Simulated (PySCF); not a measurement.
Cl₂O₂W (SMILES [O]=[W](=[O])([Cl])[Cl]), singlet, at a GFN2-xTB geometry (such geometries of metal compounds can be far from the true shape) (core potentials on W). Base run: DF-BLYP/def2-SVP (PySCF).

The PySCF input:
```python
from pyscf import gto, scf, dft

mol = gto.M(
    atom='''
W     0.22070827   -0.04383696    0.07248437
O     1.42106711   -0.59757683   -0.95677366
O     0.71530292    0.17325209    1.65839413
Cl   -0.53569036    1.84374011   -0.68801677
Cl   -1.43039034   -1.45323815    0.04232223
''',
    basis='def2-svp',
    ecp={'W': 'def2-svp'},
    verbose=4,
)

mf = dft.RKS(mol)
mf.xc = 'blyp'
mf = mf.density_fit(auxbasis='def2-universal-jkfit')
mf.kernel()
```

Each row names what was changed in the base input (with any setting that the change needs).

```tsv
change	E (Eh)	HOMO (eV)	HOMO-LUMO gap (eV)	dipole (D)	core-seconds (rough)	outcome
base	-1137.71860	-7.72	4.16	1.84	10	converged
functional = mn15	?	?	?	1.84	10	converged
functional = wb97m_v	-	-	-	-	-	cut at the time limit
functional = pw6b95	-1138.61033	-9.77	6.72	1.86	10	converged
functional = m062x	-1137.51263	-11.27	9.08	1.80	10	converged
functional = pbe; dispersion = d4	-1137.27884	-7.92	4.17	1.75	10	converged
functional = x3lyp	?	?	?	?	8	converged
functional = lc_wpbe	-1137.38579	-12.45	11.47	1.64	10	converged
functional = m06l	-1137.77282	-8.38	4.61	1.60	20	converged
functional = blyp; dispersion = d4	-1137.73354	-7.72	4.16	1.84	10	converged
functional = tpssh	?	?	?	?	10	converged
functional = pw91,pw91	-1137.76676	-7.98	4.17	1.77	20	converged
functional = pbe0	-1137.26000	-9.65	6.53	1.82	9	converged
```

**Question.** What belongs in the gaps?

**Answer.** 
- functional = mn15, E (Eh): -1137.23918
- functional = mn15, HOMO (eV): -10.48
- functional = mn15, HOMO-LUMO gap (eV): 7.87
- functional = x3lyp, E (Eh): -1137.58740
- functional = x3lyp, HOMO (eV): -9.36
- functional = x3lyp, HOMO-LUMO gap (eV): 6.21
- functional = x3lyp, dipole (D): 1.91
- functional = tpssh, E (Eh): -1137.76139
- functional = tpssh, HOMO (eV): -8.76
- functional = tpssh, HOMO-LUMO gap (eV): 5.25
- functional = tpssh, dipole (D): 1.71

Absolute energies of different levels of theory aren't comparable as measures of quality.
